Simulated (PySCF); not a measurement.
Job file and geometry (Å, from GFN2-xTB) of an NMR shielding run on SMILES C=[C](C)[Al@@-]([CH3])([Cl])[N+]#CC, C6H11AlClN, PySCF, GIAO PBE0/pcSseg-1 NMR shielding, non-relativistic, gas phase; density fitting, a coarse starting grid and PySCF grid level 2 are the driver's defaults:

```
$ OMP_NUM_THREADS=1 python probes_run.py task.json out

{"job": {"kind": "nmr", "xc": "PBE0", "basis": "pcSseg-1"}, "charge": 0, "multiplicity": 1}
C     -1.694278    -1.048090     1.427614
C     -1.451668    -0.340893     0.324357
C     -2.049646    -0.775501    -0.987876
Al    -0.293269     1.303648     0.332572
C     -0.391757     2.585989    -1.189743
Cl     0.308345     1.992280     2.173990
N      1.400633     0.244417    -0.131831
C      2.188729    -0.528409     0.180155
C      3.164275    -1.492140     0.564291
H     -2.315179    -1.938434     1.440206
H     -1.283646    -0.752336     2.382791
H     -1.266652    -0.865705    -1.740916
H     -2.746458    -0.015297    -1.339907
H     -2.578571    -1.726288    -0.907852
H     -0.579109     2.089970    -2.145166
H      0.533948     3.159294    -1.314190
H     -1.186078     3.330547    -1.073845
H      3.796520    -1.068216     1.344187
H      2.660404    -2.377725     0.951361
H      3.778312    -1.766433    -0.293235
```

Question: Write the output of this run.

Answer: 
```
coarse grid: 17648 points
cycle   1  E = -991.8565484164  dE =  7.666e-01  |g| = 6.536e-01  |ddm| = 3.978e+00
cycle   2  E = -991.7177306413  dE =  1.388e-01  |g| = 1.047e+00  |ddm| = 1.348e+00
cycle   3  E = -991.9571335007  dE = -2.394e-01  |g| = 2.831e-01  |ddm| = 8.109e-01
cycle   4  E = -991.9743781168  dE = -1.724e-02  |g| = 4.469e-02  |ddm| = 1.990e-01
cycle   5  E = -991.9747805903  dE = -4.025e-04  |g| = 1.372e-02  |ddm| = 4.086e-02
cycle   6  E = -991.9748252245  dE = -4.463e-05  |g| = 3.046e-03  |ddm| = 1.540e-02
cycle   7  E = -991.9748263184  dE = -1.094e-06  |g| = 2.055e-03  |ddm| = 4.000e-03
final grid: 160968 points
cycle   8  E = -992.0252492682  dE = -3.860e-05  |g| = 9.290e-03  |ddm| = 2.864e-02
cycle   9  E = -992.0252431079  dE =  6.160e-06  |g| = 1.043e-02  |ddm| = 1.468e-02
cycle  10  E = -992.0252698442  dE = -2.674e-05  |g| = 1.563e-03  |ddm| = 8.139e-03
cycle  11  E = -992.0252704317  dE = -5.875e-07  |g| = 3.656e-04  |ddm| = 1.503e-03
cycle  12  E = -992.0252704627  dE = -3.097e-08  |g| = 8.626e-05  |ddm| = 3.467e-04
cycle  13  E = -992.0252704640  dE = -1.294e-09  |g| = 4.748e-05  |ddm| = 8.665e-05
cycle  14  E = -992.0252704644  dE = -4.068e-10  |g| = 1.748e-05  |ddm| = 3.409e-05
converged SCF energy = -992.0252704644

GIAO shielding tensors (ppm)
atom      isotropic    diamagn.    paramagn.     s11        s22        s33       span
  0 C       55.378     255.224    -199.846    -60.297     81.564    144.866    205.163
  1 C       17.208     261.908    -244.700   -107.146    -18.384    177.154    284.300
  2 C      156.826     248.290     -91.464    140.650    146.783    183.044     42.394
  3 Al     421.637     798.833    -377.196    349.389    422.487    493.036    143.647
  4 C      198.258     251.344     -53.086    196.096    197.778    200.901      4.805
  5 Cl     985.691    1151.475    -165.784    897.031   1019.121   1040.922    143.891
  6 N       17.407     339.280    -321.872   -138.534   -133.447    324.203    462.738
  7 C       55.117     272.770    -217.652    -53.090    -45.591    264.033    317.123
  8 C      185.910     251.348     -65.438    176.893    177.973    202.863     25.970
  9 H       25.657      32.049      -6.392     22.543     25.525     28.903      6.360
 10 H       26.061      33.775      -7.714     23.642     23.907     30.633      6.991
 11 H       29.711      32.983      -3.271     25.926     29.806     33.402      7.476
 12 H       29.591      29.935      -0.343     25.589     28.793     34.392      8.803
 13 H       29.936      30.995      -1.059     26.820     28.194     34.794      7.974
 14 H       32.326      32.130       0.195     27.608     30.048     39.321     11.713
 15 H       32.202      29.975       2.227     27.755     29.786     39.064     11.309
 16 H       32.264      29.153       3.111     28.048     28.842     39.903     11.854
 17 H       29.360      26.551       2.809     24.266     27.550     36.262     11.996
 18 H       29.437      30.189      -0.753     24.313     28.080     35.917     11.605
 19 H       29.511      26.371       3.139     24.474     26.875     37.183     12.708
```

Size and cost of the density-fitted run: 222 basis functions, 110 s wall time on 1 thread of an Arm Neoverse N1, shared host; peak memory 0.97 GiB.
